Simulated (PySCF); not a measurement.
**C12H10: calculation against experiment**

**What was measured.**

NIST CCCBDB Release 22 (SRD 101), experimental polarizabilities lists, for the gas: mean polarisability 19.64 Å³.

The runs below try to reproduce these values; the comparison stands at the end.

Compound: C12H10.
Numbering: `[cH:1]1[cH:2][cH:3][c:4](-[c:5]2[cH:6][cH:7][cH:8][cH:9][cH:10]2)[cH:11][cH:12]1` (hydrogens: H13 on C1; H14 on C2; H15 on C3; H16 on C6; H17 on C7; H18 on C8; H19 on C9; H20 on C10; H21 on C11; H22 on C12)

Geometry (PBE0-D3(BJ)/def2-SVP, Å), atoms numbered from 1 in this order:
```
atom  x, y, z in Å
C1     3.2137    0.0593   -0.2653
C2     2.6672    1.1085    0.4724
C3     1.2899    1.1940    0.6562
C4     0.4287    0.2323    0.1069
C5    -1.0357    0.3229    0.3019
C6    -1.5718    0.7485    1.5263
C7    -2.9491    0.8342    1.7117
C8    -3.8191    0.4961    0.6763
C9    -3.2998    0.0718   -0.5462
C10   -1.9228   -0.0141   -0.7314
C11    0.9930   -0.8182   -0.6316
C12    2.3703   -0.9044   -0.8163
H13    4.2948   -0.0073   -0.4100
H14    3.3188    1.8737    0.9014
H15    0.8689    2.0335    1.2148
H16   -0.8981    0.9919    2.3513
H17   -3.3459    1.1596    2.6764
H18   -4.8998    0.5633    0.8213
H19   -3.9734   -0.1867   -1.3668
H20   -1.5243   -0.3237   -1.7006
H21    0.3419   -1.5914   -1.0464
H22    2.7886   -1.7358   -1.3887
```

The PySCF runs (gas phase, on this PBE0-D3(BJ)/def2-SVP geometry; no spin–orbit coupling):

```csv
level,job,basis functions
B3LYP/def2-SVPD,"10 singlets by full TDDFT, 4 Tamm–Dancoff triplets, polarisability",320
```

**Comparison with experiment**

**Mean polarisability.** Measured: 19.64 Å³ (NIST CCCBDB Release 22 (SRD 101), experimental polarizabilities).

| level | computed (Å³) | computed − measured (Å³) | % (from the printed values) |
| --- | --- | --- | --- |
| B3LYP/def2-SVPD | 21.11 | +1.47 | +7 |

The computed values are static and purely electronic, with core orbitals frozen in the response (1 au = 0.148185 Å³). The table of measured values doesn't say here whether a value is static or optical, or holds a vibrational part.

No measured geometry was used, and the causes of the misses weren't examined.
